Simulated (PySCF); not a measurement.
Record of a relaxation.

C5H8NOP.
Bonds: C1–P2, P2–N3, P2–C4, C4–C5 (aromatic), C5–C6 (aromatic), C6–O7 (aromatic), O7–C8 (aromatic), C4–C8 (aromatic). Hydrogens: H9, H10, H11 on C1; H12, H13 on N3; H14 on C5; H15 on C6; H16 on C8.

Method: PySCF 2.14.0, PBE0/def2-SV(P) geometry optimisation, gas phase; density fitting, grid level 1; the optimiser is geomeTRIC in internal coordinates, started from a GFN2-xTB structure. 6 of its 8 geometries are shown. The frame can shift and turn from step to step; on so coarse a grid that alone can change the energy by a few meV, and forces under 0.02 eV/Å are noise.

Step 0: E = -18116.7362 eV, largest atomic force 0.882 eV/Å
```
atom  x, y, z in Å  |  force x, y, z in eV/Å
C1     -1.968    0.027    1.020    0.107  -0.148  -0.582
P2     -1.284   -0.357   -0.660    0.083  -0.678   0.557
N3     -1.174    1.287   -1.185    0.039   0.591  -0.164
C4      0.460   -0.522   -0.171   -0.305  -0.296  -0.247
C5      1.356    0.489    0.282    0.233  -0.308   0.038
C6      2.535   -0.140    0.517   -0.268   0.045  -0.064
O7      2.442   -1.455    0.246    0.098  -0.142   0.039
C8      1.187   -1.677   -0.173   -0.055   0.430   0.037
H9     -1.416    0.855    1.458    0.235   0.387   0.259
H10    -1.884   -0.857    1.648    0.000  -0.423   0.332
H11    -3.021    0.292    0.930   -0.537   0.128   0.026
H12    -2.105    1.661   -1.347   -0.208   0.183  -0.083
H13    -0.672    1.337   -2.067    0.101   0.103  -0.253
H14     1.132    1.528    0.401   -0.136   0.707   0.067
H15     3.483    0.221    0.866    0.619   0.081   0.193
H16     0.920   -2.680   -0.440   -0.006  -0.660  -0.153
```

Step 1: E = -18116.8081 eV, largest atomic force 0.161 eV/Å
```
atom  x, y, z in Å  |  force x, y, z in eV/Å
C1     -2.070    0.130    1.089    0.032   0.021   0.080
P2     -1.354   -0.276   -0.567    0.017   0.016  -0.051
N3     -1.273    1.384   -1.167    0.025  -0.040   0.041
C4      0.403   -0.437   -0.115   -0.052   0.075   0.020
C5      1.313    0.573    0.357   -0.070   0.122  -0.010
C6      2.498   -0.058    0.569    0.123  -0.027   0.045
O7      2.397   -1.373    0.270   -0.031   0.007  -0.021
C8      1.137   -1.589   -0.148    0.040  -0.156  -0.010
H9     -1.527    0.969    1.561   -0.035  -0.030  -0.007
H10    -2.007   -0.763    1.737   -0.012   0.043  -0.038
H11    -3.138    0.400    0.986    0.042  -0.018  -0.023
H12    -2.215    1.750   -1.325   -0.025  -0.009   0.005
H13    -0.792    1.414   -2.069    0.002  -0.023  -0.013
H14     1.085    1.631    0.490    0.018  -0.059   0.004
H15     3.476    0.272    0.920   -0.064  -0.007  -0.027
H16     0.901   -2.615   -0.435   -0.008   0.085   0.006
```

Step 3: E = -18116.8102 eV, largest atomic force 0.072 eV/Å
```
atom  x, y, z in Å  |  force x, y, z in eV/Å
C1     -2.069    0.141    1.095    0.001   0.001  -0.023
P2     -1.349   -0.283   -0.555    0.008  -0.011   0.025
N3     -1.282    1.367   -1.177   -0.004   0.005  -0.015
C4      0.406   -0.428   -0.104    0.032  -0.007   0.001
C5      1.319    0.575    0.379   -0.006   0.001   0.009
C6      2.507   -0.059    0.574   -0.070  -0.012  -0.015
O7      2.404   -1.368    0.252    0.016  -0.019  -0.019
C8      1.143   -1.580   -0.163    0.015   0.032   0.013
H9     -1.539    0.989    1.561    0.007   0.010   0.003
H10    -2.008   -0.743    1.752    0.000  -0.013   0.009
H11    -3.137    0.400    0.976   -0.012   0.005   0.002
H12    -2.228    1.720   -1.334    0.004   0.003   0.000
H13    -0.810    1.380   -2.084   -0.005   0.004   0.000
H14     1.092    1.628    0.535   -0.001   0.022   0.004
H15     3.485    0.268    0.922    0.016   0.003   0.006
H16     0.903   -2.595   -0.474   -0.001  -0.024  -0.001
```

Step 4: E = -18116.8103 eV, largest atomic force 0.087 eV/Å
```
atom  x, y, z in Å  |  force x, y, z in eV/Å
C1     -2.069    0.149    1.100   -0.005  -0.003  -0.042
P2     -1.346   -0.289   -0.545   -0.022  -0.030   0.016
N3     -1.287    1.353   -1.185    0.000   0.011  -0.021
C4      0.410   -0.428   -0.097   -0.017  -0.013  -0.012
C5      1.317    0.575    0.395    0.037  -0.078   0.011
C6      2.508   -0.058    0.576    0.006   0.045   0.010
O7      2.414   -1.362    0.235   -0.002   0.020  -0.005
C8      1.153   -1.575   -0.176   -0.036   0.046  -0.010
H9     -1.543    1.004    1.559    0.011   0.012   0.008
H10    -2.010   -0.728    1.766    0.006  -0.012   0.013
H11    -3.137    0.404    0.974   -0.007   0.007   0.007
H12    -2.236    1.702   -1.340    0.010  -0.002   0.007
H13    -0.824    1.357   -2.097   -0.003   0.005   0.009
H14     1.087    1.625    0.569   -0.001   0.015  -0.004
H15     3.485    0.270    0.923    0.020   0.002   0.009
H16     0.914   -2.586   -0.502    0.004  -0.024   0.004
```

Step 6: E = -18116.8107 eV, largest atomic force 0.035 eV/Å
```
atom  x, y, z in Å  |  force x, y, z in eV/Å
C1     -2.066    0.153    1.105   -0.004  -0.001   0.013
P2     -1.350   -0.303   -0.538    0.006   0.011  -0.007
N3     -1.295    1.335   -1.191   -0.005  -0.004  -0.003
C4      0.409   -0.431   -0.095    0.008  -0.007   0.001
C5      1.309    0.573    0.409   -0.004   0.033   0.011
C6      2.507   -0.047    0.576   -0.001  -0.004   0.004
O7      2.425   -1.348    0.217    0.011  -0.005  -0.012
C8      1.164   -1.568   -0.192   -0.001  -0.019   0.002
H9     -1.536    1.011    1.553   -0.003  -0.009  -0.003
H10    -2.004   -0.718    1.781    0.000   0.007  -0.003
H11    -3.134    0.410    0.982    0.005  -0.003   0.002
H12    -2.244    1.686   -1.338   -0.005   0.002   0.001
H13    -0.839    1.334   -2.107    0.001  -0.002  -0.001
H14     1.070    1.619    0.597   -0.001  -0.008  -0.006
H15     3.484    0.285    0.925   -0.011  -0.002  -0.003
H16     0.936   -2.579   -0.528    0.003   0.011   0.005
```

Step 7: E = -18116.8107 eV, largest atomic force under 0.02 eV/Å
```
atom  x, y, z in Å  |  force x, y, z in eV/Å
C1     -2.064    0.153    1.109   -0.001   0.000   0.011
P2     -1.350   -0.309   -0.534    0.004   0.009  -0.009
N3     -1.300    1.327   -1.194   -0.002  -0.006   0.005
C4      0.410   -0.432   -0.094    0.000   0.004  -0.002
C5      1.305    0.574    0.414   -0.004   0.015   0.005
C6      2.507   -0.041    0.576    0.000  -0.008  -0.005
O7      2.431   -1.340    0.207    0.006  -0.002  -0.001
C8      1.170   -1.564   -0.200    0.004  -0.007   0.005
H9     -1.534    1.013    1.552   -0.002  -0.005  -0.001
H10    -2.000   -0.715    1.788    0.001   0.003  -0.003
H11    -3.132    0.408    0.987    0.003  -0.003   0.000
H12    -2.251    1.677   -1.338   -0.003  -0.001   0.000
H13    -0.848    1.324   -2.111    0.000  -0.002  -0.001
H14     1.062    1.618    0.608   -0.002  -0.004  -0.003
H15     3.483    0.294    0.925   -0.005   0.001  -0.002
H16     0.947   -2.575   -0.540    0.001   0.006   0.001
```

Question: Summarise the path.

Answer: The energy falls by 1.72 kcal/mol from step 0 to step 7; nine tenths of that is first reached at step 1. It falls at every step. The largest force goes from 0.882 to under 0.02 eV/Å. Among the bonds P2–N3 changes most, from 1.729 to 1.765 Å; the atoms move by 0.103 Å rms after alignment.

Question: Follow the three bonds and two angles with the largest change from start to end.

Answer: 
```
step  E above end (kcal/mol)  largest force (eV/Å)  P2–N3 (Å)  C5–H14 (Å)  C8–H16 (Å)  C1–P2–C4 (°)  P2–C1–H9 (°)
   0                    1.72                 0.882      1.729       1.070       1.072          97.4         109.6
   1                    0.06                 0.161      1.767       1.091       1.091          99.8         111.0
   2                    0.02                 0.036      1.764       1.089       1.089          99.8         111.3
   3                    0.01                 0.072      1.764       1.088       1.088          99.9         111.5
   4                    0.01                 0.087      1.764       1.089       1.088         100.2         111.6
   5                    0.00                 0.041      1.764       1.089       1.089         100.2         111.5
   6                    0.00                 0.035      1.765       1.089       1.089         100.1         111.5
   7                    0.00            under 0.02      1.765       1.089       1.089         100.1         111.5
```

The cost below is that of the whole optimisation. Time: 38 s of wall time; peak memory 0.61 GiB. Hardware: an Intel Xeon 6975P-C with one thread, shared host with 192 logical CPUs at a one-minute load of 78.
